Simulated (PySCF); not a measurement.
Bond curve of SmS

Set-up: Sm x2c-SVPall, S x2c-SVPall; spin-free X2C with a Gaussian nucleus (PySCF 2.14). Energies in eV from Sm (4f6 6s2) + S in their ground configurations at the same level. State: septet, about 5.8 electrons in the 4f shell (Mulliken), real f orbitals that mix terms.

All columns are revPBE. A positive dipole means Sm(−)S(+).

```
R (Å)  E (eV)  μ (D)  Mulliken charge on Sm (basis-dependent)  HOMO (eV)  LUMO (eV)  Mayer bond order   ⟨S²⟩
2.061  -3.146  -5.06                                     0.18      -2.94      -2.81              2.61  12.03
2.157  -3.851  -5.83                                     0.24      -3.01      -2.85              2.53  12.03
2.253  -4.242  -6.53                                     0.29      -3.09      -2.91              2.47  12.03
2.325  -4.382  -7.01                                     0.33      -3.15      -2.96              2.43  12.03
2.397  -4.422  -7.45                                     0.36      -3.21      -3.01              2.39  12.03
2.469  -4.386  -7.85                                     0.39      -3.27      -3.07              2.36  12.04
2.565  -4.249  -8.32                                     0.41      -3.34      -3.14              2.33  12.04
2.685  -3.981  -8.81                                     0.44      -3.43      -3.24              2.28  12.05
2.829  -3.580  -9.25                                     0.45      -3.48      -3.36              2.23  12.08
3.020  -2.997  -9.58                                     0.46      -3.38      -3.52              2.14  12.14
```

A fit through these points gives, at Re = 2.396 Å, μ = -7.44 D and dμ/dR = -5.84 D/Å; the reduced mass is 26.41 u.

Problem. How strong is the fundamental in the double-harmonic approximation, I = 42.26·(dμ/dR)²/μred km/mol?

Solution. I = 42.26·(-5.84)²/26.41 = 54.6 km/mol at revPBE.

⟨S²⟩ of the unrestricted solution departs from its pure value on part of the curve, where spin states mix. These are scalar-relativistic numbers at best; spin–orbit coupling would shift them, the dissociation energy most. With d or f electrons several states lie close, and the lowest PBE0 determinant need not be the measured ground state.

At some distances an empty level lies below a filled one, because the occupation is held.
